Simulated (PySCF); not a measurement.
AlBH$_{2}$N (calculated)

Computed with PySCF 2.14.0. Calculation on a computer-drawn molecule: vertical ionisation energy to the stated ion spin, frozen-core CCSD(T) at the basis limit and cheaper methods, single-reference cases, UHF for radicals, no spin-orbit; all values are single points at the evaluated structure, the first of each entry, which is the reference or a displaced copy of it and isn't optimised; the reference structure only sets the zero of the energies above reference; triples share is (T) over the correlation energy.

Common to all runs: charge 0; multiplicity 2; ion multiplicity 1; diffuse functions no; basis cc-pV(n+d)Z; reference is the Hartree-Fock double-zeta minimum; best is HF at quadruple zeta + MP2 correlation extrapolated from triple and quadruple zeta + CCSD(T) minus MP2 at triple zeta; basis step is the size of the change from the same recipe one zeta lower.

```yaml
- entry: 1
  formula: AlBH2N
  evaluated_structure:
    atoms_angstrom:
      - [B, 0.2725, 1.1495, 0.0978]
      - ["N", -0.8342, 0.6901, -0.2415]
      - [Al, -2.4105, 0.1218, -0.6654]
      - [H, 1.7145, 1.7497, 0.5481]
      - [H, -2.7987, -0.1412, -2.1912]
  reference_structure:
    atoms_angstrom:
      - [B, 0.3005, 1.1741, 0.0992]
      - ["N", -0.8059, 0.7206, -0.2584]
      - [Al, -2.415, 0.0707, -0.6432]
      - [H, 1.3424, 1.6007, 0.4281]
      - [H, -2.7955, -0.1334, -2.1772]
  given:
    drawn_bonds_atom: [1, 2, 1, 3]
    drawn_bonds_other_atom: [2, 3, 4, 5]
    drawn_bonds_order: [1, 2, 1, 1]
  results:
    "ionisation_energy_best [eV]": 7.425
    "ionisation_energy_basis_step [eV]": 0.01211
    "energy_above_reference_best [kcal/mol]": 34.02
    "energy_above_reference_basis_step [kcal/mol]": 0.04318
    triple_zeta_method: [HF, PBE, r2SCAN, B3LYP, wB97X, MP2, CCSD, "CCSD(T)"]
    "triple_zeta_ionisation_energy [eV]": [7.127, 7.431, 7.547, 7.488, 7.362, 7.361, 7.378, 7.399]
    "triple_zeta_energy_above_reference [kcal/mol]": [37.29, 32.24, 34.13, 34.61, 34.57, 35.83, 34.08, 33.66]
    "total_energy_HF_triple_zeta [hartree]": -322.2101
    "total_energy_CCSD(T)_triple_zeta [hartree]": -322.5963
    "total_energy_best [hartree]": -322.6453
    T1_diagnostic_at_triple_zeta: 0.01773
    D1_diagnostic_at_triple_zeta: 0.04174
    spin_squared_at_triple_zeta: 0.7553
    ion_T1_diagnostic_at_triple_zeta: 0.01655
    ion_D1_diagnostic_at_triple_zeta: 0.03644
    triples_share_at_triple_zeta: 0.04612
    basis_functions_triple_zeta: 127
    "dipole_magnitude_HF_at_triple_zeta [debye]": 1.664
    "dipole_magnitude_CCSD_unrelaxed_at_triple_zeta [debye]": 1.059
    "dipole_magnitude_PBE_at_triple_zeta [debye]": 0.941
    "dipole_magnitude_r2SCAN_at_triple_zeta [debye]": 1.117
    "dipole_magnitude_B3LYP_at_triple_zeta [debye]": 1.087
    "dipole_magnitude_wB97X_at_triple_zeta [debye]": 1.301
- entry: 2
  formula: AlBH2N
  evaluated_structure:
    atoms_angstrom:
      - [B, 0.2251, 1.1429, 0.1116]
      - ["N", -0.8018, 0.7193, -0.2512]
      - [Al, -2.4088, 0.1223, -0.6883]
      - [H, 1.3331, 1.6, 0.4425]
      - [H, -2.8144, -0.1257, -2.2091]
  reference_structure:
    atoms_angstrom:
      - [B, 0.3005, 1.1741, 0.0992]
      - ["N", -0.8059, 0.7206, -0.2584]
      - [Al, -2.415, 0.0707, -0.6432]
      - [H, 1.3424, 1.6007, 0.4281]
      - [H, -2.7955, -0.1334, -2.1772]
  given:
    drawn_bonds_atom: [1, 2, 1, 3]
    drawn_bonds_other_atom: [2, 3, 4, 5]
    drawn_bonds_order: [1, 2, 1, 1]
  results:
    "ionisation_energy_best [eV]": 7.543
    "ionisation_energy_basis_step [eV]": 0.01324
    "energy_above_reference_best [kcal/mol]": 10.58
    "energy_above_reference_basis_step [kcal/mol]": 0.8137
    triple_zeta_method: [HF, PBE, r2SCAN, B3LYP, wB97X, MP2, CCSD, "CCSD(T)"]
    "triple_zeta_ionisation_energy [eV]": [7.28, 7.55, 7.67, 7.619, 7.495, 7.477, 7.504, 7.516]
    "triple_zeta_energy_above_reference [kcal/mol]": [8.068, 11.02, 10.3, 9.883, 9.477, 11.73, 10.51, 11.3]
    "total_energy_HF_triple_zeta [hartree]": -322.2567
    "total_energy_CCSD(T)_triple_zeta [hartree]": -322.6319
    "total_energy_best [hartree]": -322.6826
    T1_diagnostic_at_triple_zeta: 0.01526
    D1_diagnostic_at_triple_zeta: 0.03575
    spin_squared_at_triple_zeta: 0.7549
    ion_T1_diagnostic_at_triple_zeta: 0.01476
    ion_D1_diagnostic_at_triple_zeta: 0.03424
    triples_share_at_triple_zeta: 0.04234
    basis_functions_triple_zeta: 127
    "dipole_magnitude_HF_at_triple_zeta [debye]": 1.219
    "dipole_magnitude_CCSD_unrelaxed_at_triple_zeta [debye]": 0.746
    "dipole_magnitude_PBE_at_triple_zeta [debye]": 0.6823
    "dipole_magnitude_r2SCAN_at_triple_zeta [debye]": 0.8343
    "dipole_magnitude_B3LYP_at_triple_zeta [debye]": 0.7792
    "dipole_magnitude_wB97X_at_triple_zeta [debye]": 0.9192
- entry: 3
  formula: AlBH2N
  evaluated_structure:
    atoms_angstrom:
      - [B, 0.2959, 1.1766, 0.1022]
      - ["N", -0.8093, 0.7188, -0.2573]
      - [Al, -2.3258, 0.1087, -0.6285]
      - [H, 1.3489, 1.6002, 0.4317]
      - [H, -2.706, -0.0965, -2.1584]
  reference_structure:
    atoms_angstrom:
      - [B, 0.3005, 1.1741, 0.0992]
      - ["N", -0.8059, 0.7206, -0.2584]
      - [Al, -2.415, 0.0707, -0.6432]
      - [H, 1.3424, 1.6007, 0.4281]
      - [H, -2.7955, -0.1334, -2.1772]
  given:
    drawn_bonds_atom: [1, 2, 1, 3]
    drawn_bonds_other_atom: [2, 3, 4, 5]
    drawn_bonds_order: [1, 2, 1, 1]
  results:
    "ionisation_energy_best [eV]": 7.324
    "ionisation_energy_basis_step [eV]": 0.01213
    "energy_above_reference_best [kcal/mol]": 3.688
    "energy_above_reference_basis_step [kcal/mol]": 0.2205
    triple_zeta_method: [HF, PBE, r2SCAN, B3LYP, wB97X, MP2, CCSD, "CCSD(T)"]
    "triple_zeta_ionisation_energy [eV]": [7.007, 7.344, 7.452, 7.391, 7.257, 7.266, 7.274, 7.298]
    "triple_zeta_energy_above_reference [kcal/mol]": [2.718, 3.768, 3.126, 3.373, 3.099, 3.963, 3.608, 3.808]
    "total_energy_HF_triple_zeta [hartree]": -322.2652
    "total_energy_CCSD(T)_triple_zeta [hartree]": -322.6439
    "total_energy_best [hartree]": -322.6936
    T1_diagnostic_at_triple_zeta: 0.01735
    D1_diagnostic_at_triple_zeta: 0.04338
    spin_squared_at_triple_zeta: 0.7552
    ion_T1_diagnostic_at_triple_zeta: 0.0158
    ion_D1_diagnostic_at_triple_zeta: 0.03552
    triples_share_at_triple_zeta: 0.04445
    basis_functions_triple_zeta: 127
    "dipole_magnitude_HF_at_triple_zeta [debye]": 2.251
    "dipole_magnitude_CCSD_unrelaxed_at_triple_zeta [debye]": 1.567
    "dipole_magnitude_PBE_at_triple_zeta [debye]": 1.416
    "dipole_magnitude_r2SCAN_at_triple_zeta [debye]": 1.615
    "dipole_magnitude_B3LYP_at_triple_zeta [debye]": 1.587
    "dipole_magnitude_wB97X_at_triple_zeta [debye]": 1.825
- entry: 4
  formula: AlBH2N
  evaluated_structure:
    atoms_angstrom:
      - [B, 0.3109, 1.1225, 0.0991]
      - ["N", -0.8195, 0.7593, -0.2784]
      - [Al, -2.4406, 0.026, -0.6241]
      - [H, 1.3471, 1.5504, 0.4444]
      - [H, -2.7647, -0.183, -2.16]
  reference_structure:
    atoms_angstrom:
      - [B, 0.3005, 1.1741, 0.0992]
      - ["N", -0.8059, 0.7206, -0.2584]
      - [Al, -2.415, 0.0707, -0.6432]
      - [H, 1.3424, 1.6007, 0.4281]
      - [H, -2.7955, -0.1334, -2.1772]
  given:
    drawn_bonds_atom: [1, 2, 1, 3]
    drawn_bonds_other_atom: [2, 3, 4, 5]
    drawn_bonds_order: [1, 2, 1, 1]
  results:
    "ionisation_energy_best [eV]": 7.717
    "ionisation_energy_basis_step [eV]": 0.0161
    "energy_above_reference_best [kcal/mol]": 0.4806
    "energy_above_reference_basis_step [kcal/mol]": 0.06521
    triple_zeta_method: [HF, PBE, r2SCAN, B3LYP, wB97X, MP2, CCSD, "CCSD(T)"]
    "triple_zeta_ionisation_energy [eV]": [7.456, 7.69, 7.821, 7.769, 7.67, 7.66, 7.679, 7.689]
    "triple_zeta_energy_above_reference [kcal/mol]": [0.8847, 0.3998, 0.6033, 0.5188, 0.6192, 0.4045, 0.5405, 0.4704]
    "total_energy_HF_triple_zeta [hartree]": -322.2681
    "total_energy_CCSD(T)_triple_zeta [hartree]": -322.6492
    "total_energy_best [hartree]": -322.6987
    T1_diagnostic_at_triple_zeta: 0.0172
    D1_diagnostic_at_triple_zeta: 0.04018
    spin_squared_at_triple_zeta: 0.7556
    ion_T1_diagnostic_at_triple_zeta: 0.01677
    ion_D1_diagnostic_at_triple_zeta: 0.0395
    triples_share_at_triple_zeta: 0.0453
    basis_functions_triple_zeta: 127
    "dipole_magnitude_HF_at_triple_zeta [debye]": 1.324
    "dipole_magnitude_CCSD_unrelaxed_at_triple_zeta [debye]": 0.7701
    "dipole_magnitude_PBE_at_triple_zeta [debye]": 0.6962
    "dipole_magnitude_r2SCAN_at_triple_zeta [debye]": 0.8614
    "dipole_magnitude_B3LYP_at_triple_zeta [debye]": 0.835
    "dipole_magnitude_wB97X_at_triple_zeta [debye]": 0.9521
- entry: 5
  formula: AlBH2N
  evaluated_structure:
    atoms_angstrom:
      - [B, 0.3109, 1.1225, 0.0991]
      - ["N", -0.8195, 0.7593, -0.2784]
      - [Al, -2.4406, 0.026, -0.6241]
      - [H, 1.234, 1.5037, 0.4067]
      - [H, -2.7647, -0.183, -2.16]
  reference_structure:
    atoms_angstrom:
      - [B, 0.3005, 1.1741, 0.0992]
      - ["N", -0.8059, 0.7206, -0.2584]
      - [Al, -2.415, 0.0707, -0.6432]
      - [H, 1.3424, 1.6007, 0.4281]
      - [H, -2.7955, -0.1334, -2.1772]
  given:
    drawn_bonds_atom: [1, 2, 1, 3]
    drawn_bonds_other_atom: [2, 3, 4, 5]
    drawn_bonds_order: [1, 2, 1, 1]
  results:
    "ionisation_energy_best [eV]": 7.711
    "ionisation_energy_basis_step [eV]": 0.01657
    "energy_above_reference_best [kcal/mol]": 6.489
    "energy_above_reference_basis_step [kcal/mol]": 0.05884
    triple_zeta_method: [HF, PBE, r2SCAN, B3LYP, wB97X, MP2, CCSD, "CCSD(T)"]
    "triple_zeta_ionisation_energy [eV]": [7.446, 7.687, 7.816, 7.764, 7.664, 7.654, 7.673, 7.683]
    "triple_zeta_energy_above_reference [kcal/mol]": [6.764, 6.948, 6.618, 6.248, 6.852, 6.358, 6.645, 6.655]
    "total_energy_HF_triple_zeta [hartree]": -322.2587
    "total_energy_CCSD(T)_triple_zeta [hartree]": -322.6393
    "total_energy_best [hartree]": -322.6891
    T1_diagnostic_at_triple_zeta: 0.01721
    D1_diagnostic_at_triple_zeta: 0.04036
    spin_squared_at_triple_zeta: 0.7556
    ion_T1_diagnostic_at_triple_zeta: 0.01672
    ion_D1_diagnostic_at_triple_zeta: 0.03934
    triples_share_at_triple_zeta: 0.04502
    basis_functions_triple_zeta: 127
    "dipole_magnitude_HF_at_triple_zeta [debye]": 1.37
    "dipole_magnitude_CCSD_unrelaxed_at_triple_zeta [debye]": 0.7985
    "dipole_magnitude_PBE_at_triple_zeta [debye]": 0.7197
    "dipole_magnitude_r2SCAN_at_triple_zeta [debye]": 0.8884
    "dipole_magnitude_B3LYP_at_triple_zeta [debye]": 0.8612
    "dipole_magnitude_wB97X_at_triple_zeta [debye]": 0.9833
- entry: 6
  formula: AlBH2N
  evaluated_structure:
    atoms_angstrom:
      - [B, 0.3109, 1.1225, 0.0991]
      - ["N", -0.8195, 0.7593, -0.2784]
      - [Al, -2.4406, 0.026, -0.6241]
      - [H, 1.3736, 1.5613, 0.4532]
      - [H, -2.7647, -0.183, -2.16]
  reference_structure:
    atoms_angstrom:
      - [B, 0.3005, 1.1741, 0.0992]
      - ["N", -0.8059, 0.7206, -0.2584]
      - [Al, -2.415, 0.0707, -0.6432]
      - [H, 1.3424, 1.6007, 0.4281]
      - [H, -2.7955, -0.1334, -2.1772]
  given:
    drawn_bonds_atom: [1, 2, 1, 3]
    drawn_bonds_other_atom: [2, 3, 4, 5]
    drawn_bonds_order: [1, 2, 1, 1]
  results:
    "ionisation_energy_best [eV]": 7.719
    "ionisation_energy_basis_step [eV]": 0.016
    "energy_above_reference_best [kcal/mol]": 0.7995
    "energy_above_reference_basis_step [kcal/mol]": 0.06806
    triple_zeta_method: [HF, PBE, r2SCAN, B3LYP, wB97X, MP2, CCSD, "CCSD(T)"]
    "triple_zeta_ionisation_energy [eV]": [7.459, 7.692, 7.823, 7.771, 7.672, 7.662, 7.682, 7.692]
    "triple_zeta_energy_above_reference [kcal/mol]": [1.296, 0.5781, 0.9176, 0.8848, 0.899, 0.7577, 0.844, 0.7505]
    "total_energy_HF_triple_zeta [hartree]": -322.2675
    "total_energy_CCSD(T)_triple_zeta [hartree]": -322.6487
    "total_energy_best [hartree]": -322.6982
    T1_diagnostic_at_triple_zeta: 0.0172
    D1_diagnostic_at_triple_zeta: 0.04014
    spin_squared_at_triple_zeta: 0.7556
    ion_T1_diagnostic_at_triple_zeta: 0.01679
    ion_D1_diagnostic_at_triple_zeta: 0.03954
    triples_share_at_triple_zeta: 0.04537
    basis_functions_triple_zeta: 127
    "dipole_magnitude_HF_at_triple_zeta [debye]": 1.311
    "dipole_magnitude_CCSD_unrelaxed_at_triple_zeta [debye]": 0.7614
    "dipole_magnitude_PBE_at_triple_zeta [debye]": 0.6885
    "dipole_magnitude_r2SCAN_at_triple_zeta [debye]": 0.8526
    "dipole_magnitude_B3LYP_at_triple_zeta [debye]": 0.8266
    "dipole_magnitude_wB97X_at_triple_zeta [debye]": 0.9421
- entry: 7
  formula: AlBH2N
  evaluated_structure:
    atoms_angstrom:
      - [B, 0.3109, 1.1225, 0.0991]
      - ["N", -0.8195, 0.7593, -0.2784]
      - [Al, -2.4406, 0.026, -0.6241]
      - [H, 1.5971, 1.6536, 0.5277]
      - [H, -2.7647, -0.183, -2.16]
  reference_structure:
    atoms_angstrom:
      - [B, 0.3005, 1.1741, 0.0992]
      - ["N", -0.8059, 0.7206, -0.2584]
      - [Al, -2.415, 0.0707, -0.6432]
      - [H, 1.3424, 1.6007, 0.4281]
      - [H, -2.7955, -0.1334, -2.1772]
  given:
    drawn_bonds_atom: [1, 2, 1, 3]
    drawn_bonds_other_atom: [2, 3, 4, 5]
    drawn_bonds_order: [1, 2, 1, 1]
  results:
    "ionisation_energy_best [eV]": 7.74
    "ionisation_energy_basis_step [eV]": 0.01515
    "energy_above_reference_best [kcal/mol]": 16.84
    "energy_above_reference_basis_step [kcal/mol]": 0.1641
    triple_zeta_method: [HF, PBE, r2SCAN, B3LYP, wB97X, MP2, CCSD, "CCSD(T)"]
    "triple_zeta_ionisation_energy [eV]": [7.487, 7.709, 7.843, 7.79, 7.694, 7.683, 7.704, 7.714]
    "triple_zeta_energy_above_reference [kcal/mol]": [19.03, 15.43, 17.01, 17.24, 17.05, 17.46, 16.86, 16.5]
    "total_energy_HF_triple_zeta [hartree]": -322.2392
    "total_energy_CCSD(T)_triple_zeta [hartree]": -322.6236
    "total_energy_best [hartree]": -322.6727
    T1_diagnostic_at_triple_zeta: 0.01739
    D1_diagnostic_at_triple_zeta: 0.03982
    spin_squared_at_triple_zeta: 0.7556
    ion_T1_diagnostic_at_triple_zeta: 0.01708
    ion_D1_diagnostic_at_triple_zeta: 0.0399
    triples_share_at_triple_zeta: 0.04612
    basis_functions_triple_zeta: 127
    "dipole_magnitude_HF_at_triple_zeta [debye]": 1.172
    "dipole_magnitude_CCSD_unrelaxed_at_triple_zeta [debye]": 0.673
    "dipole_magnitude_PBE_at_triple_zeta [debye]": 0.5994
    "dipole_magnitude_r2SCAN_at_triple_zeta [debye]": 0.7529
    "dipole_magnitude_B3LYP_at_triple_zeta [debye]": 0.7331
    "dipole_magnitude_wB97X_at_triple_zeta [debye]": 0.8272
- entry: 8
  formula: AlBH2N
  evaluated_structure:
    atoms_angstrom:
      - [B, 0.3109, 1.1225, 0.0991]
      - ["N", -0.8195, 0.7593, -0.2784]
      - [Al, -2.4406, 0.026, -0.6241]
      - [H, 1.7879, 1.7324, 0.5913]
      - [H, -2.7647, -0.183, -2.16]
  reference_structure:
    atoms_angstrom:
      - [B, 0.3005, 1.1741, 0.0992]
      - ["N", -0.8059, 0.7206, -0.2584]
      - [Al, -2.415, 0.0707, -0.6432]
      - [H, 1.3424, 1.6007, 0.4281]
      - [H, -2.7955, -0.1334, -2.1772]
  given:
    drawn_bonds_atom: [1, 2, 1, 3]
    drawn_bonds_other_atom: [2, 3, 4, 5]
    drawn_bonds_order: [1, 2, 1, 1]
  results:
    "ionisation_energy_best [eV]": 7.761
    "ionisation_energy_basis_step [eV]": 0.01464
    "energy_above_reference_best [kcal/mol]": 37.93
    "energy_above_reference_basis_step [kcal/mol]": 0.2761
    triple_zeta_method: [HF, PBE, r2SCAN, B3LYP, wB97X, MP2, CCSD, "CCSD(T)"]
    "triple_zeta_ionisation_energy [eV]": [7.513, 7.726, 7.863, 7.809, 7.716, 7.702, 7.724, 7.735]
    "triple_zeta_energy_above_reference [kcal/mol]": [42.93, 35.9, 38.58, 38.88, 39.23, 39.84, 38.18, 37.47]
    "total_energy_HF_triple_zeta [hartree]": -322.2011
    "total_energy_CCSD(T)_triple_zeta [hartree]": -322.5902
    "total_energy_best [hartree]": -322.6390
    T1_diagnostic_at_triple_zeta: 0.01791
    D1_diagnostic_at_triple_zeta: 0.03948
    spin_squared_at_triple_zeta: 0.7557
    ion_T1_diagnostic_at_triple_zeta: 0.01762
    ion_D1_diagnostic_at_triple_zeta: 0.04025
    triples_share_at_triple_zeta: 0.047
    basis_functions_triple_zeta: 127
    "dipole_magnitude_HF_at_triple_zeta [debye]": 1.033
    "dipole_magnitude_CCSD_unrelaxed_at_triple_zeta [debye]": 0.5973
    "dipole_magnitude_PBE_at_triple_zeta [debye]": 0.5081
    "dipole_magnitude_r2SCAN_at_triple_zeta [debye]": 0.6482
    "dipole_magnitude_B3LYP_at_triple_zeta [debye]": 0.6409
    "dipole_magnitude_wB97X_at_triple_zeta [debye]": 0.7074
```
